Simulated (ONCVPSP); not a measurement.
# Plane-wave convergence, ONCV potential for calcium (Ca)

calcium, optimised norm-conserving Vanderbilt (ONCV), made with ONCVPSP 4.0.1 (PBE, scalar-relativistic). Core [Ne] 3s2, reference 3p6 4s2. Waves: 4s: rc 3.05 bohr, ncon 4, nbas 8, qcut 2.1 1/bohr, 2 projectors, debl 2.1 Ha; 3p: rc 1.70 bohr, ncon 3, nbas 8, qcut 8.7 1/bohr, 1 projector; d scattering state at 0.03 Ha: rc 3.05 bohr, ncon 4, nbas 8, qcut 2.6 1/bohr, 3 projectors, debl 2.3 Ha. Local part: polynomial inside 1.50 bohr (lpopt 5, dvloc0 0 Ha). Core correction: none.

In the d channel the program set the typed energies aside and used -0.072, 2.228, 4.528 Ha.

**Question.** For each optimised wave give the share of its norm inside rc, the residual kinetic energy above qcut (Ha) and the cutoffs (Ha) for errors of 10, 1, 0.1 and 0.01 mHa per electron.

**Answer.**

```tsv
wave	norm inside rc	residual KE	10 mHa	1 mHa	0.1 mHa	0.01 mHa
4s	0.270	2.8e-04	0.9	1.8	3.4	14.2
s projector 2	0.149	2.3e-01	6.5	21.4	25.4	29.1
3p	0.820	8.7e-09	10.9	14.7	17.9	20.4
d projector 1	0.746	1.1e-01	18.3	25.3	32.7	49.4
d projector 2	0.246	1.2e+00	33.2	42.1	62.8	102.7
d projector 3	0.181	1.7e+00	37.0	43.2	54.4	84.5
```

The occupied waves need 15 Ha and 18 Ha for 1 and 0.1 mHa. The cutoffs count occupied waves only; projector 3 of the d channel, the hardest unoccupied one, needs 43 Ha at the loose tolerance. Note: ghosts flagged at negative energy: p at -621.7 eV, d at -1601.7 eV; GHOST(+) flagged for s at 7.2 eV, d at 57.0 eV, d at 300.1 eV, d at 549.2 eV. A true bound ghost makes a file unfit for plane-wave use. 2 of 4 tests not solved or not reliable.
